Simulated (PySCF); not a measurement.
**Working out the ionisation energy of Ni²⁺**

Ni²⁺ [Ar] 3d8 (3F) → Ni³⁺ [Ar] 3d7 (4F). Computed with PySCF 2.14 in def2-TZVPPD, with no relativity, point nucleus. Frozen: [Ar]. Energies in hartree (1 hartree = 27.21139 eV):

| part | Ni²⁺ (lower) | Ni³⁺ (upper) |
| --- | --- | --- |
| UHF | -1506.006862 | -1504.798805 |
| CCSD correlation | -0.237801 | -0.166763 |
| (T) | -0.004648 | -0.001998 |

Question: What does Hartree-Fock give?

Answer: (-1504.798805) − (-1506.006862) = 1.208057 hartree = 32.873 eV.

Question: What do CCSD and CCSD(T) give?

Answer: The CCSD correlation energies differ by 0.071038 hartree = 1.933 eV and the triples by 0.002650 hartree = 0.072 eV, so CCSD gives 34.806 eV and CCSD(T) 34.878 eV.

A first-order spin-orbit estimate adds -0.013 eV to CCSD(T) (valence), giving 34.865 eV against 35.187 ± 0.019 eV (measured; NIST Atomic Spectra Database, ionization energies).

The calculation is non-relativistic.

What remains against the reference includes basis incompleteness, the frozen core and higher excitations.
